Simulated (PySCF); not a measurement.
Al(H)2(NCO) (CH2AlNO), SMILES O=C=[N][AlH2].

Geometry: B3LYP-D3(BJ)/def2-SVP.

All values below come from TDA-PBE0/def2-SVPD (PySCF).

Vertical excitations. Isolated molecule, no solvent. State labels are in the subgroup C2v.

| state | symmetry | energy (eV) | λ (nm) | f | main pairs |
|---|---|---|---|---|---|
| S1 | A2 | 5.15 | 241 | 0.000 | HOMO→LUMO 99 % |
| S2 | A2 | 6.20 | 200 | 0.000 | HOMO−2→LUMO 98 % |
| S3 | A1 | 6.22 | 199 | 0.112 | HOMO−1→LUMO 91 % |
| S4 | B2 | 7.17 | 173 | 0.002 | HOMO→LUMO+1 93 % |
| S5 | B1 | 7.61 | 163 | 0.000 | HOMO−1→LUMO+1 80 %, HOMO−3→LUMO 17 % |
| S6 | A2 | 7.80 | 159 | 0.000 | HOMO−1→LUMO+4 89 % |
| S7 | B1 | 7.94 | 156 | 0.174 | HOMO−3→LUMO 78 %, HOMO−1→LUMO+1 17 % |
| S8 | B2 | 8.00 | 155 | 0.066 | HOMO→LUMO+2 86 % |
| S9 | B2 | 8.13 | 153 | 0.087 | HOMO→LUMO+3 58 %, HOMO−2→LUMO+1 26 %, HOMO→LUMO+2 11 % |
| S10 | A1 | 8.17 | 152 | 0.263 | HOMO→LUMO+4 55 %, HOMO−1→LUMO+5 32 % |
| T1 | A2 | 4.82 | 257 | 0 | HOMO→LUMO 92 % |
| T2 | A1 | 5.46 | 227 | 0 | HOMO−1→LUMO 94 % |
| T3 | A2 | 5.86 | 212 | 0 | HOMO−2→LUMO 88 % |
| T4 | B1 | 6.69 | 185 | 0 | HOMO−3→LUMO 94 % |
Triplets are in the Tamm–Dancoff approximation.
